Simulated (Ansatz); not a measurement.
Cost and result for the atomization energy of Cl$_{2}$I$_{2}$Sn, SMILES `[Cl][Sn]([Cl])([I])[I]` (5 atoms, 4 bonds).

Z-matrix (Å, degrees):
```
Sn
Cl 1 2.305
I 1 2.646 2 109.4
I 1 2.646 2 109.4 3 123.7
Cl 1 2.305 2 106.6 3 -118.2
```

Charge 0, multiplicity 1. Correlated methods include outer-core shells of I, Sn, which these sets cover unevenly. Sn, I: def2 effective core potential. The geometry is a stationary point of PBE0-D4/def2-TZVP. Program: Ansatz. All runs use 8 threads of an Intel Xeon 6975P-C on a shared host. Times are those of one run each, without the atoms' runs, and a repeat can differ threefold. Electronic energies, without spin–orbit coupling; frozen cores. CCSD(T)/CBS adds CCSD(T) − MP2 in def2-TZVPP to the MP2 limit, and its time is that of the two runs behind it. T1 = 0.010. With those shells the extrapolation isn't a true limit. B3LYP takes the VWN-RPA correlation (the form of Gaussian; ORCA's B3LYP/G). HSE06 is the plane-wave form, built on full-range PBE exchange.

CCSD(T)/CBS is a level of theory with its own doubt, some kJ/mol a heavy atom from the limit and from the frozen cores, so smaller differences don't rank the functionals.

```
                            level  functions  wall time
           LDA (SPW92)/def2-TZVPP        234      0.6 s
             revPBE-D4/def2-TZVPP        234     0.85 s
               BLYP-D4/def2-TZVPP        234     0.85 s
               PBE0-D4/def2-TZVPP        234      1.6 s
              HSE06-D4/def2-TZVPP        234      1.8 s
                 CCSD(T)/def2-SVP        114      1.9 s
B3LYP-D4/def2-TZVPP (with forces)        234      2.4 s
               RPA@PBE/def2-TZVPP        234      2.4 s
              PBE-QIDH/def2-TZVPP        234      2.7 s
               ωB97X-V/def2-TZVPP        234        3 s
                   MP2/def2-QZVPP        386        6 s
               CCSD(T)/def2-TZVPP        234       14 s
                CCSD(T)/CBS(def2)          –       20 s
```

What atomization energy does each give, and how far from CCSD(T)/CBS? (Estimate.)

The calculation gave: 
```json
{"level": "LDA (SPW92)/def2-TZVPP", "atomization (kcal/mol)": "325.4", "difference from CCSD(T)/CBS": "41.6", "per bond": "10.4"}
{"level": "revPBE-D4/def2-TZVPP", "atomization (kcal/mol)": "269.5", "difference from CCSD(T)/CBS": "-14.3", "per bond": "-3.6"}
{"level": "BLYP-D4/def2-TZVPP", "atomization (kcal/mol)": "264.4", "difference from CCSD(T)/CBS": "-19.4", "per bond": "-4.8"}
{"level": "PBE0-D4/def2-TZVPP", "atomization (kcal/mol)": "276.2", "difference from CCSD(T)/CBS": "-7.6", "per bond": "-1.9"}
{"level": "HSE06-D4/def2-TZVPP", "atomization (kcal/mol)": "276.4", "difference from CCSD(T)/CBS": "-7.4", "per bond": "-1.8"}
{"level": "CCSD(T)/def2-SVP", "atomization (kcal/mol)": "238.6", "difference from CCSD(T)/CBS": "-45.2", "per bond": "-11.3"}
{"level": "B3LYP-D4/def2-TZVPP (with forces)", "atomization (kcal/mol)": "264.7", "difference from CCSD(T)/CBS": "-19.1", "per bond": "-4.8"}
{"level": "RPA@PBE/def2-TZVPP", "atomization (kcal/mol)": "228.7", "difference from CCSD(T)/CBS": "-55.1", "per bond": "-13.8"}
{"level": "PBE-QIDH/def2-TZVPP", "atomization (kcal/mol)": "274.7", "difference from CCSD(T)/CBS": "-9.1", "per bond": "-2.3"}
{"level": "ωB97X-V/def2-TZVPP", "atomization (kcal/mol)": "275.1", "difference from CCSD(T)/CBS": "-8.7", "per bond": "-2.2"}
{"level": "MP2/def2-QZVPP", "atomization (kcal/mol)": "291.8", "difference from CCSD(T)/CBS": "8.0", "per bond": "2.0"}
{"level": "CCSD(T)/def2-TZVPP", "atomization (kcal/mol)": "261.0", "difference from CCSD(T)/CBS": "-22.8", "per bond": "-5.7"}
{"level": "CCSD(T)/CBS(def2)", "atomization (kcal/mol)": "283.8", "difference from CCSD(T)/CBS": "0.0", "per bond": "0.0"}
```

From PBE to PBE0 (25 % exact exchange), in def2-TZVPP and without D4, the atomization energy moves by −5.1 kcal/mol: exact exchange takes away binding that semilocal exchange gives to molecules. Leaving LDA and LC-ωPBE aside and taking each functional with its dispersion term where it has one, the values, not all of them listed here, spread over 23.1 kcal/mol, from BHLYP-D4 to PBE-D4. LDA lies +50.5 kcal/mol from PBE without D4, its usual overbinding. At CCSD(T), def2-SVP lies −45.2 kcal/mol from the extrapolated value and def2-TZVPP −22.8 kcal/mol: correlation converges slowly with the basis, and small sets miss more of it in the bonded molecule than in its fragments.

Spin–orbit coupling would lower the free I, Sn atoms strongly, and the atomization energy with them, by more than many differences here. For some Ge, Se and Sn compounds the MP2-based and the directly extrapolated limit differ by 10 to 25 kJ/mol.
